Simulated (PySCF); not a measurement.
Two-component Hartree-Fock for V⁴⁺ (vanadium, charge +4)

Start: [Ar] 3d1; 3d5/2 filled at m_j = +5/2. Calculated with PySCF 2.14 in x2c-TZVPall-2c (6s7p4d1f, 54 functions): generalised Hartree-Fock with the X2C-1e Hamiltonian and a Gaussian nucleus; one run each with spin-orbit coupling (SO) screened by Boettger's factors, then bare. This is a chosen level, not necessarily the ground level.

```json
{"spinor shell": "1s1/2", "electrons": "2", "ε, screened SO (eV)": "-5576.7", "ε, bare SO (eV)": "-5576.7", "weight of nominal j (bare SO)": "1.000", "rms radius, bare SO (bohr)": "0.0768"}
{"spinor shell": "2s1/2", "electrons": "2", "ε, screened SO (eV)": "-715.21", "ε, bare SO (eV)": "-715.22", "weight of nominal j (bare SO)": "1.000", "rms radius, bare SO (bohr)": "0.332"}
{"spinor shell": "2p1/2", "electrons": "2", "ε, screened SO (eV)": "-608.37", "ε, bare SO (eV)": "-608.85", "weight of nominal j (bare SO)": "0.997", "rms radius, bare SO (bohr)": "0.300"}
{"spinor shell": "2p3/2", "electrons": "4", "ε, screened SO (eV)": "-601.33", "ε, bare SO (eV)": "-601.11", "weight of nominal j (bare SO)": "0.999", "rms radius, bare SO (bohr)": "0.303"}
{"spinor shell": "3s1/2", "electrons": "2", "ε, screened SO (eV)": "-141.31", "ε, bare SO (eV)": "-141.31", "weight of nominal j (bare SO)": "1.000", "rms radius, bare SO (bohr)": "0.988"}
{"spinor shell": "3p3/2", "electrons": "4", "ε, screened SO (eV)": "-107.32", "ε, bare SO (eV)": "-107.31", "weight of nominal j (bare SO)": "0.877", "rms radius, bare SO (bohr)": "1.05"}
{"spinor shell": "3p1/2", "electrons": "2", "ε, screened SO (eV)": "-108.09", "ε, bare SO (eV)": "-108.14", "weight of nominal j (bare SO)": "0.754", "rms radius, bare SO (bohr)": "1.04"}
{"spinor shell": "3d5/2", "electrons": "1", "ε, screened SO (eV)": "-65.297", "ε, bare SO (eV)": "-65.270", "weight of nominal j (bare SO)": "1.000", "rms radius, bare SO (bohr)": "1.18"}
```

```json
{"quantity": "E (hartree)", "screened SO": "-944.70221", "bare SO": "-944.70301"}
{"quantity": "M_J", "screened SO": "5/2", "bare SO": "5/2"}
{"quantity": "⟨J²⟩", "screened SO": "8.754", "bare SO": "8.754"}
{"quantity": "⟨L²⟩", "screened SO": "6.004", "bare SO": "6.004"}
{"quantity": "⟨S²⟩", "screened SO": "0.751", "bare SO": "0.751"}
```

Each row is a mean over spinors that exchange with the open shell spreads, by up to 6.124 eV (3p3/2).

Rows whose weight is well below 1 are mixtures of j = l ± 1/2: exchange outweighs spin-orbit coupling there, and the label is only the starting occupation.
